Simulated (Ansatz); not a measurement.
Two isomers of C3H6BN: A = `NBC1C=C1`, B = `BCN=C=C`.

Computed with Ansatz on PBE0-D4/def2-TZVP structures; ΔE is electronic, products minus reactants. CCSD(T)/CBS adds triple-zeta CCSD(T) − MP2 to the extrapolated MP2 energy (def2 sets, frozen cores). DFT in def2-TZVPP. B3LYP here is the variant with VWN-RPA as its local correlation; programs differ in this. Each species was taken in one conformer, which may not be the lowest.

A:

```xyz
11

N     0.773    0.032   -1.938
B     0.564   -0.392   -0.627
C    -0.411    0.362    0.317
C    -1.150   -0.374    1.429
C    -0.190    0.371    1.825
H     1.396   -0.431   -2.576
H     0.312    0.834   -2.335
H     1.161   -1.362   -0.243
H    -0.925    1.241   -0.091
H    -1.952   -1.062    1.629
H     0.422    0.782    2.609
```

B:

```xyz
11

B     1.0992    1.8146   -0.0394
C    -0.2658    1.0754   -0.0967
N    -0.4078   -0.0693    0.7779
C    -0.4657   -1.2184    0.4015
C    -0.5345   -2.4841    0.0763
H     1.2498    2.7507   -0.7691
H     1.9711    1.4874    0.7071
H    -0.5097    0.8382   -1.1446
H    -1.0095    1.8324    0.1997
H     0.3667   -3.0757   -0.0118
H    -1.4938   -2.9513   -0.1008
```

Q: Which is lower in electronic energy at CCSD(T)/CBS, and by how much? (An estimate is asked.)

A: The calculation gave: A, by 102.4 kJ/mol.

Q: Give E(B) − E(A) in kJ/mol with r2SCAN-D4, LDA (SPW92), B3LYP-D4, B3LYP, B2PLYP, PBE-D4, MP2/def2-TZVPP. (Best estimate.)

A: Computed: r2SCAN-D4 85.2, LDA (SPW92) 105.2, B3LYP-D4 75.5, B3LYP 74.4, B2PLYP 83.8, PBE-D4 86.6, MP2/def2-TZVPP 107.0. None reverses the order clearly.

Q: Does the order hold for the free energy at 298.15 K (harmonic terms from PBE0-D4)? (Best estimate.)

A: Computed: Yes: G(B) − G(A) = +87.4 kJ/mol, for one conformer each. Modes under 60 cm⁻¹, often nearly free rotors, make the harmonic entropy too high.

Largest T1 diagnostic: 0.013.

Leaving LDA and LC-ωPBE aside and taking each functional with its dispersion term where it has one, the values, not all of them listed here, spread over 39.4 kJ/mol, from BLYP-D4 to PBE-QIDH. LDA lies +19.1 kJ/mol from PBE without D4. In def2-TZVPP, CCSD(T) changes the Hartree–Fock value by +27.9 kJ/mol (the triples alone add +0.5 kJ/mol) and MP2 by +39.1 kJ/mol.
